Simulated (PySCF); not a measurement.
Be(OMe)(SH) (CH4BeOS), SMILES C[O][Be][SH]. Heavy atoms are numbered as in [Be:1]([O:2][CH3:3])[SH:7]. Hydrogens are named by the atom that carries them.

Geometry optimised at B3LYP-D3(BJ)/def2-SVP. One conformer was computed; it need not be the lowest.

Calculation: PBE0/pcSseg-1 in PySCF.

GIAO shieldings, no solvent; atoms alike by connectivity are averaged. δ = σ(ref) − σ: ¹⁷O against H2O (σ = 334.2 ppm); ¹³C against TMS (σ = 186.3 ppm); ¹H against TMS (σ = 31.56 ppm); ³³S against H2S (σ = 716.7 ppm), references at their B3LYP-D3(BJ)/def2-TZVP geometries, non-relativistic.

Computed chemical shifts:
```json
[
 {"nucleus": "¹⁷O", "atoms": "O2", "count": "1", "δ (ppm)": "27.7"},
 {"nucleus": "¹³C", "atoms": "C3 (CH3)", "count": "1", "δ (ppm)": "56.9"},
 {"nucleus": "¹H", "atoms": "H on C3", "count": "3", "δ (ppm)": "4.36"},
 {"nucleus": "¹H", "atoms": "H on S7", "count": "1", "δ (ppm)": "-0.06"},
 {"nucleus": "³³S", "atoms": "S7 (SH)", "count": "1", "δ (ppm)": "-106.9"}
]
```
